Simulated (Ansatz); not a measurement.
`N[Si](N)(F)[SiH3]` → `N[Si](N)F`• + `[SiH3]`•  (homolysis of the Si–Si bond)

Gas-phase electronic energies from Ansatz, PBE0-D4/def2-TZVP geometries. CCSD(T)/CBS adds triple-zeta CCSD(T) − MP2 to the extrapolated MP2 energy (def2 sets, frozen cores). This one scheme is used for every species. DFT in def2-TZVPP. HSE06 is defined as in plane-wave codes. No spin–orbit coupling; open shells (•) take unrestricted orbitals. Each species was taken in one conformer, which may not be the lowest.

`N[Si](N)(F)[SiH3]`:

Z-matrix (Å, degrees):
```
Si
N 1 1.697
F 1 1.609 2 115.7
N 1 1.706 2 106.8 3 114.3
Si 1 2.345 2 107.8 3 -117.7
H 2 1.008 1 121.1 3 -71.0
H 2 1.006 1 121.9 3 82.8
H 4 1.006 1 120.8 2 53.3
H 4 1.006 1 120.4 2 -157.8
H 5 1.488 1 110.6 2 170.6
H 5 1.491 1 111.8 2 49.9
H 5 1.490 1 110.2 2 -69.9
```

`N[Si](N)F`•:

Cartesian coordinates in Å:
```
N -1.036 0.454 0.779
Si -0.364 -0.367 -0.564
N 1.265 0.111 -0.662
F -0.623 -1.920 -0.221
H -1.877 0.098 1.205
H -1.010 1.461 0.801
H 1.804 -0.019 -1.501
H 1.841 0.182 0.164
```

`[SiH3]`•:

```xyz
4

Si    0.036   -0.075    0.327
H    -1.402    0.215    0.087
H     0.485   -1.254   -0.459
H     0.880    1.114    0.044
```

CCSD(T)/CBS gives +344.8 kJ/mol.

Another level gave +312.7 kJ/mol. Which?
A. ωB97M-V/def2-TZVPP
B. BHLYP/def2-TZVPP
C. HSE06-D4/def2-TZVPP
D. r2SCAN/def2-TZVPP

D. r2SCAN 312.7, ωB97M-V 347.8, HSE06-D4 329.7, BHLYP 318.9 kJ/mol.

Largest T1 diagnostic among the species: 0.015.

From PBE to PBE0 (25 % exact exchange), in def2-TZVPP and without D4, ΔE moves by +5.8 kJ/mol. In def2-TZVPP, CCSD(T) changes the Hartree–Fock value by +86.6 kJ/mol (the triples alone add +6.0 kJ/mol) and MP2 by +85.1 kJ/mol; breaking electron pairs costs correlation energy, which Hartree–Fock lacks.
